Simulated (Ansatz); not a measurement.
Cartesian coordinates in Å:
```
C 0.697 -1.082 0.384
C 0.481 0.368 -0.044
C -0.635 0.477 -1.082
Al -0.028 1.439 1.555
H 1.532 -1.193 1.081
H -0.194 -1.497 0.867
H 0.913 -1.720 -0.483
H 1.409 0.756 -0.476
H -1.597 0.145 -0.677
H -0.767 1.500 -1.449
H -0.423 -0.154 -1.955
H -1.389 0.961 2.279
```

The species carries charge 0 and has multiplicity 2.

Problem. List the B3LYP/def2-TZVPP orbital energies in eV (Ansatz). (Estimate.)

Solution. Computed: α occupied: -1524.33, -276.65, -276.65, -276.43, -112.27, -72.98, -72.89, -72.75, -21.29, -18.73, -15.66, -12.52, -12.10, -11.10, -10.58, -9.94, -9.44, -9.30, -7.30, -4.94. α empty: -1.76, 0.55, 1.30, 1.85, 2.20, 2.32, 2.62, 3.09. β occupied: -1524.26, -276.65, -276.65, -276.37, -112.18, -72.93, -72.71, -72.69, -21.22, -18.72, -15.57, -12.43, -12.03, -11.07, -10.56, -9.52, -9.41, -9.27, -6.93. β empty: -2.35, -1.36, 0.68, 1.51, 1.99, 2.25, 2.40, 2.76. ⟨S²⟩ = 0.752.

B3LYP here is the variant with VWN-RPA as its local correlation; programs differ in this.
